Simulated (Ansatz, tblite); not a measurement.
Forces on the cluster Sn3S3 at its r2SCAN-D4/def2-SVP geometry. Total charge 0; singlet.

In the def2 sets Sn takes a core potential; there is no spin–orbit coupling. The xTB rows come from tblite. Another isomer (singlet) lies 0.72 eV lower at PBE0-D4/def2-TZVP; other spin states weren't run for this one.

GFN1-xTB (tblite), largest force 0.97 eV/Å:

```xyz
6
positions Å, forces eV/Å
Sn    1.185   -1.244   -1.797   -0.509    0.346    0.733
Sn    1.407    1.119    1.682   -0.611   -0.599   -0.411
Sn   -2.397   -0.002    0.098    0.798    0.463   -0.290
S     1.919   -1.011    0.546   -0.398    0.715   -0.458
S    -1.005    1.522    1.444    0.371   -0.712   -0.384
S    -1.110   -0.384   -1.973    0.350   -0.212    0.810
```

GFN2-xTB (tblite), largest force 0.44 eV/Å:

```
Sn -0.090 0.007 0.090
Sn -0.132 -0.121 0.000
Sn 0.154 0.184 -0.100
S -0.249 0.315 -0.192
S 0.158 -0.313 -0.180
S 0.159 -0.072 0.381
```

PBE-D4/def2-TZVP (Ansatz), largest force 0.18 eV/Å:

```
Sn -0.097 0.073 0.130
Sn -0.115 -0.096 -0.090
Sn 0.173 0.017 -0.016
S -0.003 0.039 -0.033
S 0.022 -0.017 -0.015
S 0.020 -0.016 0.025
```
